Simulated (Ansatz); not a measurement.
Compare A (`C[SiH2][CH2][GeH3]`) with its isomer B (`[CH3][GeH]([CH3])[SiH3]`).

Calculated with Ansatz (gas phase, PBE0-D4/def2-TZVP geometries, no zero-point term in ΔE). CCSD(T)/CBS is the MP2 limit (def2-TZVPP, def2-QZVPP) plus CCSD(T) − MP2 in def2-TZVPP, frozen cores. DFT in def2-TZVPP. B3LYP here is the variant with VWN-RPA as its local correlation; programs differ in this. For Ge outer-core shells are correlated without core-valence functions, which leaves a few kJ/mol of doubt a bond. Scalar relativity is left out up to krypton. Each species was taken in one conformer, which may not be the lowest.

A:

```xyz
14

C    -0.236   -1.385    1.411
Si    1.077   -0.265    0.688
C     0.324    1.196   -0.207
Ge   -0.859    0.722   -1.692
H    -0.872   -1.807    0.629
H     0.222   -2.213    1.956
H    -0.876   -0.836    2.106
H     1.920   -1.034   -0.271
H     1.969    0.221    1.780
H     1.125    1.826   -0.606
H    -0.246    1.809    0.498
H    -0.133   -0.223   -2.667
H    -1.299    1.983   -2.458
H    -2.117    0.007   -1.166
```

B:

Z-matrix (Å, degrees):
```
C
Ge 1 1.961
H 1 1.091 2 110.8
H 1 1.091 2 110.0 3 120.1
H 1 1.091 2 110.3 3 -120.2
C 2 1.961 1 109.7 3 -178.3
Si 2 2.385 1 110.4 3 59.8
H 2 1.547 1 108.8 3 -59.5
H 6 1.091 2 110.8 1 178.4
H 6 1.091 2 110.0 1 58.3
H 6 1.091 2 110.3 1 -61.4
H 7 1.489 2 111.1 1 179.8
H 7 1.490 2 110.2 1 60.2
H 7 1.489 2 111.1 1 -59.5
```

Task: Which isomer does CCSD(T)/CBS put lower? Give the gap. (Estimate.)

Result: Ansatz gave: B, by 0.1 kcal/mol. So small a gap doesn't settle the order.

Task: Give E(B) − E(A) in kcal/mol with B2PLYP, ωB97M-V, HF/def2-TZVPP, PBE-D4, r2SCAN-D4, B3LYP-D4, B3LYP. (Best estimate.)

Result: Ansatz gave: B2PLYP -0.8, ωB97M-V 0.8, HF/def2-TZVPP 0.7, PBE-D4 -2.1, r2SCAN-D4 -0.5, B3LYP-D4 -0.8, B3LYP -1.5. The order is the other way round with ωB97M-V, HF/def2-TZVPP.

Largest T1 diagnostic: 0.011.

In def2-TZVPP, CCSD(T) changes the Hartree–Fock value by −1.6 kcal/mol (the triples alone add −0.1 kcal/mol) and MP2 by −1.0 kcal/mol. From PBE to PBE0 (25 % exact exchange), in def2-TZVPP and without D4, E(B) − E(A) moves by +0.9 kcal/mol.
